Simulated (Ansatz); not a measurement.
Relaxation of a periodic cell of 17 atoms, Be₁₆C (host Be, host structure hcp, interstitial C), to a largest force component of 0.08 eV/Å in at most 25 steps.

Level of theory: Ansatz 0.2.0, DFT PBE, scalar-relativistic, plane waves, PAW. Settings: accuracy low, cutoff 420 eV, k mesh 2x3x2, fermi-dirac smearing 0.1 eV, no spin polarisation.

```xyz
17
Lattice="-2.2900 -3.9664 0.0000 3.4350 -1.9832 0.0000 0.0000 0.0000 7.1769" Properties=species:S:1:pos:R:3
Be 0.000 -3.966 0.000
Be 0.000 -2.644 1.794
Be 0.000 -3.966 3.588
Be 0.000 -2.644 5.383
Be -1.145 -1.983 0.000
Be 2.290 -2.644 1.794
Be -1.145 -1.983 3.588
Be 2.290 -2.644 5.383
Be 1.145 -1.983 0.000
Be 1.145 -0.661 1.794
Be 1.145 -1.983 3.588
Be 1.145 -0.661 5.383
Be 0.000 0.000 0.000
Be 1.145 -4.627 1.794
Be 0.000 0.000 3.588
Be 1.145 -4.627 5.383
C -1.156 -3.315 4.466
```

Where does it end, and by what steps?

The forces met the threshold. The threshold is loose, so the end isn't yet a minimum. Limits of this set-up: coarse k mesh, low accuracy level. After 5 steps the energy has fallen by 0.721 eV; Be11 moved furthest, 0.16 Å.

| step | energy less start (eV) | largest force component (eV/Å) | accepted |
| --- | --- | --- | --- |
| 0 | 0.0000 | 1.599 | yes |
| 1 | -0.4963 | 0.946 | yes |
| 2 | -0.6959 | 0.339 | yes |
| 3 | -0.7168 | 0.089 | yes |
| 4 | -0.7178 | 0.102 | yes |
| 5 | -0.7213 | 0.042 | yes |

```xyz
17
Lattice="-2.2900 -3.9664 0.0000 3.4350 -1.9832 0.0000 0.0000 0.0000 7.1769" Properties=species:S:1:pos:R:3
Be -0.003 -3.966 0.030
Be 0.018 -2.633 1.747
Be -0.017 -3.957 3.449
Be 0.016 -2.540 5.419
Be -1.143 -1.964 0.046
Be 2.301 -2.652 1.750
Be -1.063 -1.917 3.547
Be 2.164 -2.572 5.444
Be 1.137 -1.980 0.042
Be 1.144 -0.684 1.747
Be 1.274 -2.058 3.521
Be 1.062 -0.729 5.419
Be -0.017 -0.013 0.046
Be 1.142 -4.627 1.764
Be -0.017 -0.106 3.547
Be 1.156 -4.635 5.524
C -1.150 -3.304 4.485
```

The run took 13 s on 1 thread of Arm Neoverse V1, with other jobs on the host, peak memory 0.31 GiB.
